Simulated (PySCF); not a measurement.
C₃H₄N₂, SMILES c1c[nH]cn1 (connectivity only; charge and spin as stated), charge +1, multiplicity 2.

Coordinates come from a PBE0-D3(BJ)/def2-SVP optimisation. The multiplicity is an assumed one; other spin states were not compared.

The numbers are results of TDA-PBE/def2-SVPD in PySCF 2.14.0, not measurements.

Vertical excitations. Gas-phase values at a fixed geometry.

Computed UV-visible absorptions:
| state | energy (eV) | λ (nm) | f | main pairs |
|---|---|---|---|---|
| root 1 | 0.81 | 1529 | 0.000 | β HOMO→LUMO 100 % |
| root 2 | 2.31 | 538 | 0.001 | β HOMO−1→LUMO 98 % |
| root 3 | 4.58 | 271 | 0.001 | β HOMO−2→LUMO 100 % |
| root 4 | 4.80 | 258 | 0.000 | α HOMO→LUMO 97 % |
| root 5 | 5.08 | 244 | 0.006 | α HOMO−1→LUMO 41 %, α HOMO−2→LUMO 6 %, β HOMO−4→LUMO 49 % |
| root 6 | 5.52 | 225 | 0.000 | β HOMO−3→LUMO 99 % |
| root 7 | 5.59 | 222 | 0.000 | α HOMO→LUMO+1 26 %, β HOMO→LUMO+1 67 % |
| root 8 | 5.79 | 214 | 0.000 | β HOMO−5→LUMO 99 % |
| root 9 | 5.91 | 210 | 0.001 | α HOMO→LUMO+1 47 %, β HOMO→LUMO+1 29 %, β HOMO→LUMO+2 23 % |
| root 10 | 6.10 | 203 | 0.034 | α HOMO−2→LUMO 48 %, α HOMO−1→LUMO 26 %, β HOMO−1→LUMO+1 18 % |
Unrestricted roots are not spin-pure.
